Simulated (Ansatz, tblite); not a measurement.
Spin states of the cluster Zn2Se3⁻, each relaxed with PBE-D4/def2-SVPD in Ansatz. Electronic energies in the gas phase.

The xTB rows come from tblite. LC-ωPBE has ω = 0.4 bohr⁻¹. Correlated methods freeze 45 core orbitals; core or outer-core shells of Se are correlated, in sets that lack core-valence functions. The structure comes from a short search, and lower isomers may exist.

Doublet geometry (C2v within 0.1 Å):

```xyz
5

Zn    0.159   -0.157   -0.619
Zn   -0.463    0.463    1.821
Se   -2.172    0.026    0.346
Se    1.766    0.383    1.257
Se    0.710   -0.715   -2.805
```

Quartet geometry (Cs within 0.1 Å):

```xyz
5

Zn   -0.236    0.806    0.199
Zn    0.303   -2.233   -0.721
Se    0.023   -1.210    1.529
Se    1.414   -0.094   -1.339
Se   -1.504    2.730    0.332
```

⟨S²⟩: doublet 0.75 at PBE0-D4/def2-TZVPD (pure 0.75), quartet 3.77 at PBE0-D4/def2-TZVPD (pure 3.75).

Only these spin states were relaxed. The quartet has other bonds than the doublet, so the gap mixes isomer and spin.

| level | quartet − doublet (kJ/mol) | lowest of these |
| --- | --- | --- |
| GFN1-xTB | 181.1 | doublet |
| GFN2-xTB | 180.7 | doublet |
| HF/def2-TZVPD | 116.3 | doublet |
| PBE-D4/def2-TZVPD | 145.0 | doublet |
| r2SCAN-D4/def2-TZVPD | 147.3 | doublet |
| PBE0-D4/def2-TZVPD | 153.7 | doublet |
| LC-ωPBE/def2-TZVPD | 167.8 | doublet |
| PBE-QIDH/def2-TZVPD | 167.2 | doublet |
| MP2/def2-TZVPD | 176.4 | doublet |

Change of the quartet − doublet gap on mixing in exact exchange, in kJ/mol: PBE to PBE0 (25 % exact exchange) 8.6.

The xTB methods have no spin-polarisation term.
